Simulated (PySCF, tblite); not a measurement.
[AlCl3(PMe3)], C₃H₉AlCl₃P.
Numbering: `[CH3:1][P+:2]([CH3:3])([CH3:4])[Al-:5]([Cl:6])([Cl:7])[Cl:8]` (hydrogens: H9, H10, H11 on C1; H12, H13, H14 on C3; H15, H16, H17 on C4)

Cartesian coordinates in Å at the PBE0-D3(BJ)/def2-SVP level; atoms count from 1:
```
atom  x, y, z in Å
C1    -1.171    1.331    0.467
P2    -0.069   -0.052    0.050
C3    -1.025   -1.196   -0.988
C4     0.298   -0.923    1.603
Al5    1.886    0.766   -1.060
Cl6    0.991    1.654   -2.776
Cl7    2.623    2.127    0.400
Cl8    3.005   -1.011   -1.379
H9    -0.617    2.029    1.112
H10   -1.425    1.858   -0.464
H11   -2.088    0.994    0.973
H12   -1.942   -1.540   -0.488
H13   -0.387   -2.057   -1.236
H14   -1.278   -0.678   -1.925
H15    0.848   -0.236    2.263
H16   -0.617   -1.272    2.104
H17    0.952   -1.777    1.378
```

Jobs on this species (17 atoms, 106 electrons) with PySCF (density fitting) and tblite. Hardware of each: an Intel Xeon 6975P-C with one thread, shared host. The host was shared with other jobs, so the times are rough.

```csv
level and settings,work,basis functions,SCF cycles,wall time
"PBE0-D3(BJ)/def2-SVP, grid level 1",geometry optimisation from a GFN2-xTB start shaken at random,177,?,?
"delta-SCF UKS SCAN, pcX-2 on the ionised atom, pcseg-1 elsewhere, spin-free X2C","ΔSCF core ionisation, 7 holes",219,?,?
PBE0/pcSseg-1,"shieldings, charges and field gradients",216,?,?
GFN2-xTB,Hessian by finite differences,–,–,0.9 s
B97-2/pcSseg-1,shieldings,216,12,28 s
CAM-B3LYP/def2-SVPD,"10 singlets by full TDDFT, 4 Tamm–Dancoff triplets, polarisability, ΔSCF ions",261,12,4.5 min
```

Question: Fill in the missing figures.

Answer: 
- PBE0-D3(BJ)/def2-SVP, grid level 1; geometry optimisation from a GFN2-xTB start shaken at random: 2.0 min, 59 SCF cycles
- delta-SCF UKS SCAN, pcX-2 on the ionised atom, pcseg-1 elsewhere, spin-free X2C; ΔSCF core ionisation, 7 holes: 55 s, 95 SCF cycles
- PBE0/pcSseg-1; shieldings, charges and field gradients: 29 s, 12 SCF cycles

Question: What do all jobs in the table cost together?

Answer: About 8.4 min; the longest takes about 54 % of that, and about 300 times as long as the shortest.
